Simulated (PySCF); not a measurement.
C4H10Si, SMILES C1CC[SiH2]C1.

Coordinates come from a B3LYP-D3(BJ)/def2-SVP optimisation. One conformer was computed; it need not be the lowest.

All values below come from B3LYP-D3(BJ)/def2-SVP in PySCF.

Frequencies are harmonic and unscaled.

```
mode  ν (cm⁻¹)  IR (km/mol)  moving atoms (share of kinetic energy)
----  --------  -----------  --------------------------------------
1          109          0.6                  H 55 %, C 37 %, Si 8 %
2          271          0.0                          H 59 %, C 41 %
3          418          5.2                 C 40 %, Si 34 %, H 26 %
4          457          3.3                          H 79 %, C 17 %
5          528         15.6                 H 57 %, C 32 %, Si 11 %
6          572          5.2                 H 78 %, Si 12 %, C 10 %
7          653          5.8                 C 43 %, H 36 %, Si 21 %
8          678          2.2                 C 55 %, H 32 %, Si 13 %
9          765         71.6                  H 72 %, C 19 %, Si 9 %
10         775          2.7                          H 73 %, C 27 %
11         846         61.5                  H 65 %, C 27 %, Si 9 %
12         864          0.2                          C 66 %, H 34 %
13         900         67.2                          H 51 %, C 42 %
14         953          5.9                          H 82 %, C 18 %
15         956          1.3                          H 56 %, C 43 %
16         970         98.8                                  H 94 %
17        1041          1.5                          C 51 %, H 49 %
18        1047          8.9                                  H 97 %
19        1099         30.7                          H 66 %, C 33 %
20        1173          0.5                          H 56 %, C 44 %
21        1217          0.4                          H 66 %, C 34 %
22        1272          0.5                          H 73 %, C 27 %
23        1272          0.1                          H 84 %, C 16 %
24        1330          2.3                          H 69 %, C 31 %
25        1347          3.3                          H 72 %, C 28 %
26        1427          0.1                                  H 92 %
27        1430         10.7                           H 92 %, C 8 %
28        1465          5.2                                  H 92 %
29        1477          0.3                          H 90 %, C 10 %
30        2206        139.7                                  H 96 %
31        2207        135.7                                  H 98 %
32        3018         22.4                                  H 94 %
33        3021         35.2                                  H 94 %
34        3042          5.6                                  H 94 %
35        3042         17.2                                  H 94 %
36        3071         34.7                           H 91 %, C 9 %
37        3076         42.4                           H 91 %, C 9 %
38        3106          0.7                           H 91 %, C 9 %
39        3107         26.8                           H 91 %, C 9 %
```
